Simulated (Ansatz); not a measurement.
Reaction (substitution at a C–F bond): `F[C]1=[CH][GeH2]1` + CH₃OH → `CO[C]1=[CH][GeH2]1` + H–F

Computed with Ansatz on PBE0-D4/def2-TZVP structures; ΔE is electronic, products minus reactants. CBS: MP2 limit from def2 TZ/QZ plus the TZ coupled-cluster correction, frozen cores. This one scheme is used for every species. For Ge outer-core shells are correlated without core-valence functions, which leaves a few kJ/mol of doubt a bond. Scalar relativity is left out up to krypton. Each species was taken in one conformer, which may not be the lowest.

```csv
species,MP2/CBS(def2) energy (Eh)
`F[C]1=[CH][GeH2]1`,-2253.65519
CH₃OH,-115.58363
`CO[C]1=[CH][GeH2]1`,-2268.87268
H–F,-100.38702
```

Q: Work out ΔE.

A: ΔE = (-2268.87268) + (-100.38702) − (-2253.65519) − (-115.58363) = -0.02088 Eh = -54.8 kJ/mol. CCSD(T)/CBS gives -45.6 kJ/mol.

Largest T1 diagnostic among the species: 0.014.

The D4 term adds −8.5 kJ/mol with B3LYP and −4.9 kJ/mol with PBE0; it sums over pairs of atoms, weighted by their polarisabilities, and B3LYP, whose exchange is more repulsive, gets the larger term. In def2-TZVPP, CCSD(T) changes the Hartree–Fock value by −16.1 kJ/mol (the triples alone add −3.1 kJ/mol) and MP2 by −25.3 kJ/mol.

B3LYP here is the variant with VWN-RPA as its local correlation; programs differ in this.
